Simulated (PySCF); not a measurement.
CH11N3Si2, SMILES C[Si@H](N)[SiH](N)N.

Geometry optimised at B3LYP-D3(BJ)/def2-SVP. The structure was generated by enumeration; whether it is a known compound was not checked. The values are those of a single conformer.

Method: PySCF with TDA-M06-2X/def2-SVPD.

Vertical excitations. Gas-phase values at a fixed geometry.

```csv
state,energy (eV),λ (nm),f,main pairs
S1,5.78,215,0.018,HOMO→LUMO 83 %
S2,5.99,207,0.019,HOMO→LUMO+1 82 %
S3,6.39,194,0.048,"HOMO−1→LUMO 61 %, HOMO−1→LUMO+1 17 %"
S4,6.69,185,0.018,"HOMO−2→LUMO 63 %, HOMO−2→LUMO+1 15 %, HOMO−2→LUMO+2 10 %"
S5,6.92,179,0.026,"HOMO→LUMO+3 40 %, HOMO→LUMO+2 22 %, HOMO−2→LUMO+1 8 %"
S6,7.05,176,0.006,"HOMO→LUMO+3 41 %, HOMO−1→LUMO+1 20 %, HOMO→LUMO+2 16 %, HOMO→LUMO 7 %"
T1,5.37,231,0,"HOMO→LUMO 73 %, HOMO→LUMO+3 15 %"
T2,5.57,222,0,HOMO→LUMO+1 83 %
```
Triplets are in the Tamm–Dancoff approximation.
